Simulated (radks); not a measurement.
Values are calculated unless marked as measured or tabulated.
The molybdenum ion Mo+ inside a hard spherical wall (all orbitals vanish at R), configuration held at [Kr] 4d5 and not refilled when levels cross. Code: a radial shooting solver on a logarithmic mesh with Libxc functionals. Model: scalar-relativistic Kohn-Sham, PBEsol, spin-polarised, spherical densities, point nucleus; open shells are filled with parallel spins first (spin-orbit coupling, left out, can overturn this in heavy ions). Eigenvalues in eV for spin up, with the zero of energy where the potential of the charges vanishes at infinity; a dash marks a level that is unbound or too diffuse for the functional's potential to be trusted. A positive occupied level is held by the wall or, in an anion where self-interaction has pushed it up, behind a barrier. The pressure on the wall is -dE/dV.

R (bohr)	E (hartree)	kinetic (hartree)	e(3d)	e(4s)	e(4p)	e(4d)	e(5s, empty)	e(5p, empty)	pressure (GPa)
free	-4046.33247	4171.811	-227.30	-71.776	-46.105	-11.422	-10.417	-6.185	0
20	-4046.33247	4171.811	-227.30	-71.776	-46.105	-11.422	-10.417	-6.185	< 0.0001
15	-4046.33247	4171.811	-227.30	-71.776	-46.105	-11.422	-10.417	-6.185	< 0.0001
12	-4046.33247	4171.811	-227.30	-71.776	-46.105	-11.422	-10.416	-6.181	< 0.0001
10	-4046.33246	4171.811	-227.30	-71.774	-46.104	-11.421	-10.414	-6.155	0.000442
6	-4046.32546	4171.867	-226.92	-71.436	-45.779	-11.123	-9.817	-4.680	0.708
5	-4046.29950	4172.027	-226.05	-70.669	-45.050	-10.413	-8.347	-2.184	4.79
3.5	-4045.96669	4173.614	-220.26	-66.057	-40.677	-5.379	3.433	13.956	120
3	-4045.42920	4176.028	-214.37	-61.777	-36.458	0.076	17.353	31.114	449
2.5	-4043.82043	4182.998	-201.96	-53.079	-27.331	12.093	49.041	67.633	2060
1.5	-4014.17997	4282.984	-108.53	37.723	73.483	132.11	363.26	395.15	99200
